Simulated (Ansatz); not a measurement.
Basis-set extrapolation for `[SiH3]/N=C\[SiH2][SiH3]` (PBE0-D4/def2-TZVP geometry, frozen core, Ansatz 0.2.0). Multiplicity 1, RHF reference.

```
                      def2-TZVPP   def2-QZVPP
                 HF  -964.400375  -964.431914
    MP2 correlation    -0.736860    -0.788597
CCSD(T) correlation    -0.843149      not run
```

Energies in hartree. Use E(X) = E(∞) + A·exp(−7.88·√X) for Hartree–Fock and E(X) = E(∞) + B·X^(−2.97) for correlation, with X = 3 and 4, and add CCSD(T) minus MP2 of the smaller set to the MP2 limit.

**Question.** What is the CCSD(T) energy at the basis-set limit?

**Answer.** HF limit: -964.431914 + (-0.031539) × 0.13774 = -964.43626. MP2 limit: -0.788597 + (-0.051737) × 0.74074 = -0.82692. Higher-order term: -0.843149 − (-0.736860) = -0.10629. Total: -965.36947 hartree, 330.7 kJ/mol below CCSD(T)/def2-TZVPP.
